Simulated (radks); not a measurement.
The numbers below are computed, except where a source is named.
Species: Mo V. Configuration: [Kr] 4d2. Level of theory: Dirac Kohn-Sham, PBE, spin-unpolarised, spherical densities, finite nucleus; open shells fill j = l - 1/2 first; Fermi nuclear charge, rms radius 4.4091 fm (a radial shooting solver on a logarithmic mesh with Libxc functionals).

Normalised radial functions P(r) = r R(r) (large component), r in bohr:

```
   r/bohr * 3p3/2, o 4s1/2 (the largest magnitude, 1.64, reaches the edge; | marks zero, & curves that meet)
 0.003472                             * o
 0.004521                             * o
 0.005886                             * o
 0.007665                             |* o
 0.009981                             |* o
   0.0131                             | * o
  0.01706                             |  *o
  0.02221                             |   &
  0.02892                             |  o  *
  0.03766                             |o       *
  0.04904                            o|           *
  0.06437                         o   |             *
  0.08382                       o     |              *
   0.1091                       o     |            *
   0.1421                         o   |     *
   0.1851                         *   |o
    0.241             *               |      o
   0.3163    *                        |         o
   0.4118  *                          |      o
   0.5363        *                  o |
   0.6983                *o           |
   0.9093           o            *    |
    1.193            o               *|
    1.554                   o         *
    2.024                         o   *
    2.635                            o*
    3.431                             &
    4.468                             &
```

3p3/2: eigenvalue -422.17 eV, 1 radial node at r = 0.168 bohr, <r> = 0.434 bohr, 90 % of the charge inside 0.655 bohr. 4s1/2: eigenvalue -111.19 eV, 3 radial nodes at r = 0.0446, 0.180, 0.513 bohr, <r> = 1.09 bohr, 90 % of the charge inside 1.58 bohr.
